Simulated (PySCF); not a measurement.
## Computed properties of 1,1-dichloro-3,3-difluoroprop-1-ene (C3H2Cl2F2), SMILES ClC(=CC(F)F)Cl

1,1-dichloro-3,3-difluoroprop-1-ene (C3H2Cl2F2), SMILES C(Cl)(Cl)=CC(F)F. Geometry optimised at B3LYP-D3(BJ)/def2-SVP. One conformer was computed; it need not be the lowest. All values are computed for the isolated molecule unless a solvent is named; none is compared with measurement here.

**Structure.** The optimised structure has Cs symmetry. All 21 harmonic modes at B3LYP-D3(BJ)/def2-SVP (PySCF) are real, so it is a minimum. With heavy atoms numbered as in [F:1][CH:2]([F:3])[CH:4]=[C:5]([Cl:6])[Cl:7], the shortest bond between them is C4–C5 at 1.337 Å and the longest C5–Cl6 at 1.738 Å.

**Vibrations.** The strongest infrared lines (harmonic, unscaled, degenerate partners summed) lie at 1104 cm⁻¹ (207 km/mol, C 59 %, F 33 %, H 8 %), 1146 cm⁻¹ (138 km/mol, C 61 %, H 34 %), 1705 cm⁻¹ (131 km/mol, C 96 %). The softest mode is at 34 cm⁻¹ and the zero-point energy is 29.7 kcal/mol.

**Electronic structure.** PBE0/def2-TZVP (PySCF) places the frontier levels at -8.08 and -1.30 eV, a gap of 6.78 eV, and gives a dipole moment of 1.16 D and a mean polarisability of 62.2 bohr³. PBE/def2-TZVP (PySCF) at the same geometry gives -6.85 and -2.23 eV, so its gap is 2.16 eV narrower. An orbital gap is neither the optical nor the fundamental gap.

**Excitations.** TDA-ωB97X/def2-SVPD (PySCF) has S1 at 6.63 eV (187 nm, f = 0.001, dark); the most intense of the 10 singlets computed lies at 6.88 eV (f = 0.47). T1 (TDA) is at 3.95 eV, 2.68 eV under S1. TDA-PBE/def2-SVPD (PySCF) puts S1 at 5.57 eV. No vertical singlet excitation falls in the visible range (under 3.1 eV).

**NMR.** GIAO shifts at B3LYP/pcSseg-1 (PySCF) (non-relativistic, atoms alike by connectivity averaged): ¹³C from 121.1 to 158.1 ppm against TMS; ¹H from 6.3 to 6.7 ppm against TMS; ¹⁹F at -132.9 ppm against CFCl3. Without spin–orbit terms, shifts of atoms bonded to Cl or Br come out too high.

**Solvation.** SMD-ωB97X/def2-SVP (PySCF) gives 0.1 kcal/mol in water, -4.2 kcal/mol in chlorobenzene, -3.4 kcal/mol in toluene (1 M in both phases, gas-phase geometry); of these solvents chlorobenzene holds the molecule best.
